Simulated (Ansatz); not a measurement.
`[SiH3]B[SiH2]Cl`, one more setting.

```yaml
crystal:
  periodic: [false, false, false]
  atoms:
    - {symbol: Si, position_ang: [-1.587774, 0.528372, -0.600581]}
    - {symbol: B, position_ang: [-0.021291, -0.712396, -0.387277]}
    - {symbol: Si, position_ang: [1.515596, -0.198853, 0.777937]}
    - {symbol: Cl, position_ang: [3.129873, -1.484235, 0.723305]}
    - {symbol: H, position_ang: [-2.881124, -0.201485, -0.492226]}
    - {symbol: H, position_ang: [-1.598461, 1.664769, 0.359806]}
    - {symbol: H, position_ang: [-1.479563, 1.088616, -1.980775]}
    - {symbol: H, position_ang: [-0.037030, -1.744465, -0.989818]}
    - {symbol: H, position_ang: [2.012840, 1.153511, 0.407133]}
    - {symbol: H, position_ang: [1.030134, -0.144934, 2.185298]}
basis:
  gaussian: {orbitals: def2-mTZVP}
magnetization: {spin_polarized: true, initial_magnetization: 0}
hamiltonian: {xc: {name: B3LYP5}}
output: {forces: true}
```

```sh
$ ansatz run in.yaml --threads 2 --pin off --events-out ev --progress --plain --max-ram 4352MiB
```

It prints (some lines left out):

```
Functional definition: B3LYP5
942 factors; integrals over basis functions are off by at most 1.2e-3 eV
mean field evaluation 1: about -29046.9608 eV, gradient 1.4e1 eV
mean field evaluation 2: about -29047.5553 eV, gradient 1.1e1 eV
mean field evaluation 4: about -29048.3250 eV, gradient 4.4e-1 eV
mean field evaluation 8: about -29048.3798 eV, gradient 5.7e-2 eV
mean field -29048.37978208 eV, -1067.5082672924 hartree, gradient 4.6e-5 eV, S^2 0.000000; 0 other end points of the search recorded, 0 dependent functions left out
reference -29048.38008665 eV, -1067.5082784850 hartree; 28, 28 occupied and 75, 75 virtual orbitals, 942 factors
Total energy: -29048.38008665 eV, -1067.5082784850 hartree
Atom 0 at    -1.587774     0.528372    -0.600581 Å, force    -0.114385     0.049073    -0.054919 eV/Å
Atom 1 at    -0.021291    -0.712396    -0.387277 Å, force    -0.023103    -0.150219    -0.090501 eV/Å
Atom 2 at     1.515596    -0.198853     0.777937 Å, force    -0.287798     0.339634     0.101993 eV/Å
Atom 3 at     3.129873    -1.484235     0.723305 Å, force     0.420831    -0.324382    -0.007842 eV/Å
Atom 4 at    -2.881124    -0.201485    -0.492226 Å, force     0.026598     0.034310    -0.001548 eV/Å
Atom 5 at    -1.598461     1.664769     0.359806 Å, force    -0.011423    -0.028294    -0.032141 eV/Å
Atom 6 at    -1.479563     1.088616    -1.980775 Å, force    -0.022793     0.001165     0.038158 eV/Å
Atom 7 at    -0.037030    -1.744465    -0.989818 Å, force     0.010571     0.108955     0.068808 eV/Å
Atom 8 at     2.012840     1.153511     0.407133 Å, force    -0.021248    -0.041740     0.023789 eV/Å
Atom 9 at     1.030134    -0.144934     2.185298 Å, force     0.022751     0.011498    -0.045796 eV/Å
Dipole moment:    -0.311048     0.125586    -0.058627 e Å
```

It took 5.5 s on 2 threads of an Intel Xeon on a shared host, with 0.5 GiB of host memory at the peak.
